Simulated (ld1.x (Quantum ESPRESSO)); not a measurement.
## What one change does to a pseudopotential (In, TM)

- Element: In
- Generator: ld1.x (Quantum ESPRESSO) 7.5
- Type: norm-conserving Troullier–Martins (Kleinman–Bylander form)
- Functional: PBE
- Relativity: scalar-relativistic
- Frozen core: [Kr] 4d10
- Valence charge: 3
- Reference configuration: 5s2 5p0 (charge +1)
- Partial waves: 5s (bound): rc 1.65 bohr; 5p (bound, empty): rc 2.35 bohr; 5d channel at 0.15 Ry: rc 2.45 bohr
- Local potential: the d channel
- Core correction: none

All-electron outer shells of the reference configuration (PBE, scalar-relativistic, ld1.x):

```csv
shell,level (eV),outermost node (bohr),outermost maximum (bohr)
5s,-14.92,1.02,2.11
5p,-8.43,1.14,2.64
```

Change: reference 5s1.75 5p1.25.

Cutoffs: the cutoffs (Ry, on a coarse ladder) from which the occupation-weighted sum of valence levels, in a spherical-Bessel basis at the reference potential, stays within 10 and 1 mRy of its value at 400 Ry; they do not see the model core or the augmentation charge, which bear on the density cutoff. Errors are all-electron minus pseudo energies relative to the spin-unpolarised reference configuration.

Question: What does the change do?

Answer: The potential gets softer (30 Ry and 80 Ry → 30 Ry and 60 Ry); both files keep a bound ghost (p, s); the number of tests that count goes from 7 to 6.

| quantity | base | changed |
| --- | --- | --- |
| cutoff, loose | 30 Ry | 30 Ry |
| cutoff, tight | 80 Ry | 60 Ry |
| bound ghosts | s, p | s, p |
| tests counted (converged, no solver errors) | 7 of 7 | 6 of 7 |
| s: phases at 2.66 bohr within 0.05 rad from the reference energy up to (Ry; the scan ends near 5) | 1.1 | 0.3 |
| p: phases at 2.66 bohr within 0.05 rad from the reference energy up to (Ry; the scan ends near 5) | 2.9 | 3.8 |
| d: phases at 2.66 bohr within 0.05 rad from the reference energy up to (Ry; the scan ends near 5) | 0.5 | 0.4 |

Changed file: Tests not counted: 5s1 5p0 (solver errors, printed error -3.7 eV). A true bound ghost makes a file unfit for plane-wave use even where its test errors are small: the radial tests pick states by their node count and pass the ghost by. Where a test does run into it, the solver fails or the error is huge.
